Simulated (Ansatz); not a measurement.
## Two structures, one formula

The two ends of one reaction step of BSiH$_{6}$BrO, closed shell (PBE0-D4/def2-TZVP).

A:

| atom | x (Å) | y (Å) | z (Å) |
| --- | --- | --- | --- |
| B1 | -0.8660 | -1.2842 | 0.3659 |
| Br2 | 3.0246 | -1.1156 | -1.1040 |
| H3 | -0.4409 | -2.3952 | 0.2367 |
| H4 | -1.9694 | -1.0571 | 0.7822 |
| H5 | 1.7038 | -0.8353 | -0.6204 |
| O6 | -0.0548 | -0.2566 | 0.0242 |
| Si7 | -0.3053 | 1.3965 | 0.0719 |
| H8 | 0.7204 | 1.9738 | 0.9688 |
| H9 | -0.1408 | 1.9085 | -1.3066 |
| H10 | -1.6717 | 1.6651 | 0.5815 |

B:

```csv
atom,x (Å),y (Å),z (Å)
B1,0.0081,-1.3656,0.2876
Br2,1.9870,-1.6228,0.5535
H3,-0.5006,-2.3229,-0.2134
H4,-0.5160,-0.9026,1.2701
H5,0.6169,-0.2429,-1.4307
O6,-0.0901,-0.1614,-0.7770
Si7,-0.3261,1.3678,-0.0346
H8,0.6275,1.5343,1.0771
H9,-0.0711,2.3373,-1.1257
H10,-1.7357,1.3787,0.3932
```

Ansatz 0.2.0; basis: def2-TZVPP; cores frozen in the correlated methods. Filled d shells of the heavier atoms are correlated. The def2 sets are not built for correlating such inner shells, so the correlated values are less sure here. B3LYP uses VWN-RPA correlation.

(1) Which structure is lower at CCSD(T), and by how much? (To be estimated.)

(2) Do the other methods give the same order? (A judgement: the text doesn't fix the answer.)

T1 diagnostic: at most 0.011.

Results:

(1) Computed: A, by 0.084 eV (electronic energy, against the other). By their contacts, A is a complex of BSiH₅O ([BH2][O][SiH3]) + HBr and B is BSiH₆BrO ([SiH3][OH][BH2][Br]).

(2) By the calculation: Not all: SPW92, PBE0-D4, r2SCAN0-D4, PBE-QIDH give the other order.

| method | E(B) − E(A) (eV) |
| --- | --- |
| SPW92 | -0.238 |
| PBE-D4 | 0.007 |
| BLYP-D4 | 0.247 |
| r2SCAN-D4 | 0.029 |
| B97M-V | 0.144 |
| PBE0-D4 | -0.025 |
| B3LYP-D4 | 0.200 |
| r2SCAN0-D4 | -0.006 |
| BHLYP-D4 | 0.177 |
| CAM-B3LYP-D4 | 0.182 |
| wB97X-V | 0.066 |
| wB97M-V | 0.044 |
| B2PLYP | 0.191 |
| PBE-QIDH | -0.030 |
| RPA on PBE | 0.147 |
| HF | 0.428 |
| MP2 | 0.022 |
| CCSD | 0.124 |
| CCSD(T) | 0.084 |

Labels in which every atom is bracketed show which atoms are joined, not bond orders.

For scale, one of the runs: CCSD(T)/def2-TZVPP, 236 basis functions, launched by `ansatz run in.yaml --threads 8 --pin off --events-out ev --progress --plain --max-ram 19148MiB`. Time: 73 s of wall clock on 8 CPU threads of an Arm Neoverse V2; the host was shared. Peak host memory: 4.3 GiB.
